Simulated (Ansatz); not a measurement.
```yaml
crystal:
  periodic: [false, false, false]
  atoms:
    - {symbol: B, position_ang: [-0.422555, 1.342533, -1.049548]}
    - {symbol: N, position_ang: [-0.041993, 0.575266, 0.256345]}
    - {symbol: Si, position_ang: [0.331006, -1.425040, 0.341258]}
    - {symbol: Zn, position_ang: [-0.272811, -0.715253, -2.215758]}
    - {symbol: H, position_ang: [-0.671569, 2.653857, -1.129368]}
    - {symbol: H, position_ang: [0.033358, 1.167604, 1.226810]}
    - {symbol: H, position_ang: [1.856670, -1.602442, 1.014582]}
    - {symbol: H, position_ang: [-0.708954, -2.060476, 1.493295]}
basis:
  gaussian: {orbitals: x2c-TZVPPall, fitting: {mean_field: cc-pVTZ-jkfit}}
hamiltonian: {xc: {name: wPBEh}, pseudopotentials: {relativity: scalar}}
output: {forces: true}
```

```sh
$ ansatz run in.yaml --threads 4 --pin off --events-out ev --progress --plain --max-ram 10444MiB
```

**Question.** How does Ansatz answer? (Best estimate.)

**Answer.** Computed: The input was rejected before any iteration.
```
Functional definition: wPBEh
Error: <dir> the basis set cc-pVTZ-JKFIT has no functions for Zn
```
